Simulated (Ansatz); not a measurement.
Consider the ligand exchange at the Sn–Br bond: `[F][SnH2][Br]` + CH₃NH₂ → `C[NH][SnH2][F]` + HBr.

Isolated molecules relaxed with PBE0-D4/def2-TZVP in Ansatz; ΔE leaves out vibrations. CCSD(T)/CBS adds triple-zeta CCSD(T) − MP2 to the extrapolated MP2 energy (def2 sets, frozen cores). Functionals use def2-TZVPP. HSE06 is defined as in plane-wave codes. Elements past krypton have def2 core potentials. For Br, Sn outer-core shells are correlated without core-valence functions, which leaves a few kJ/mol of doubt a bond. Scalar relativity is left out up to krypton. Each species was taken in one conformer, which may not be the lowest.

```json
{"level": "r2SCAN-D4", "ΔE (kJ/mol)": "104.1", "difference from CCSD(T)/CBS": "5.3"}
{"level": "r2SCANh-D4", "ΔE (kJ/mol)": "105.6", "difference from CCSD(T)/CBS": "6.8"}
{"level": "CAM-B3LYP-D4", "ΔE (kJ/mol)": "98.1", "difference from CCSD(T)/CBS": "-0.7"}
{"level": "ωB97M-V", "ΔE (kJ/mol)": "101.2", "difference from CCSD(T)/CBS": "2.4"}
{"level": "PBE", "ΔE (kJ/mol)": "102.4", "difference from CCSD(T)/CBS": "3.6"}
{"level": "HSE06", "ΔE (kJ/mol)": "107.7", "difference from CCSD(T)/CBS": "8.9"}
{"level": "MP2/def2-SVP", "ΔE (kJ/mol)": "94.9", "difference from CCSD(T)/CBS": "-3.9"}
{"level": "CCSD/def2-SVP", "ΔE (kJ/mol)": "95.6", "difference from CCSD(T)/CBS": "-3.2"}
{"level": "SCS-MP2/def2-QZVPP", "ΔE (kJ/mol)": "97.3", "difference from CCSD(T)/CBS": "-1.5"}
{"level": "HF/CBS(def2)", "ΔE (kJ/mol)": "118.9", "difference from CCSD(T)/CBS": "20.1"}
{"level": "CCSD(T)/CBS", "ΔE (kJ/mol)": "98.8", "difference from CCSD(T)/CBS": "0"}
```

**Question.** What do rigid-rotor, harmonic-oscillator terms from PBE0-D4/def2-TZVP frequencies (298.15 K, 1 bar) make of the CCSD(T)/CBS value? (An estimate is asked.)

**Answer.** Ansatz gave: ΔZPE = -13.3 kJ/mol, ΔH = +87.7 kJ/mol, ΔS = -15 J/(mol·K), ΔG = +92.1 kJ/mol.

Largest T1 diagnostic among the species: 0.013.

From PBE to PBE0 (25 % exact exchange), in def2-TZVPP and without D4, ΔE moves by +5.0 kJ/mol. In def2-TZVPP, CCSD(T) changes the Hartree–Fock value by −26.9 kJ/mol (the triples alone add −3.0 kJ/mol) and MP2 by −26.0 kJ/mol. The D4 term adds −4.3 kJ/mol with B3LYP and −2.4 kJ/mol with PBE0; it sums over pairs of atoms, weighted by their polarisabilities, and B3LYP, whose exchange is more repulsive, gets the larger term.

B3LYP here is the variant with VWN-RPA as its local correlation; programs differ in this.
